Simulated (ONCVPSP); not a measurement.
## rhodium, ONCV: configuration errors across variants

Rh, optimised norm-conserving Vanderbilt (ONCV), made with ONCVPSP 4.0.1 (PBEsol, scalar-relativistic). Core [Ar] 3d10, reference 4s2 4p6 4d6 (charge +3). Waves: 4s: rc 1.10 bohr, ncon 4, nbas 9, qcut 5.6 1/bohr, 2 projectors, debl 1.3 Ha; 4p: rc 1.55 bohr, ncon 3, nbas 7, qcut 8.9 1/bohr, 2 projectors, debl 2 Ha; 4d: rc 1.20 bohr, ncon 4, nbas 8, qcut 7.5 1/bohr, 2 projectors, debl 3.2 Ha. Local part: polynomial inside 0.75 bohr (lpopt 4, dvloc0 0 Ha). Core correction: Teter function, fcfact 2.25, rcfact 1.45.

In the s channel the program set the typed energies aside and used -4.353, 0.250 Ha. In the p channel the program set the typed energies aside and used -3.161, 0.250 Ha.

All-electron excitation energies from the reference (eV): (1) 4s2 4p6 4d8 5s1 -59.465; (2) 4s2 4p6 4d8 -52.003; (3) 4s2 4p6 4d7 -32.493.

2 further variants failed, have other tests or another functional or relativity, and are left out.

Errors AE − PS in meV (a dash: test not solved or not reliable):

| change | (1) | (2) | (3) | bound ghosts | GHOST(+) flags above zero |
| --- | --- | --- | --- | --- | --- |
| base | +7.4 | +6.0 | +4.0 | none | s |
| p: qcut 5.6 | +7.1 | +5.5 | +3.8 | none | s |
| s: qcut 6.2; p: qcut 9.9; d: qcut 8.3 | +7.0 | +5.6 | +3.8 | none | s |
| s: nbas 8 | +7.3 | +6.0 | +4.0 | none | s |
| core correction Teter function, fcfact 2.25, rcfact 1.75 | +6.3 | +3.9 | +3.1 | none | s |

Question: Give the same row for: local potential polynomial inside 0.75 bohr (lpopt 4, dvloc0 8 Ha).

Answer: +7.2, +5.9, +4.0; bound ghosts: none; GHOST(+) flags above zero: s.
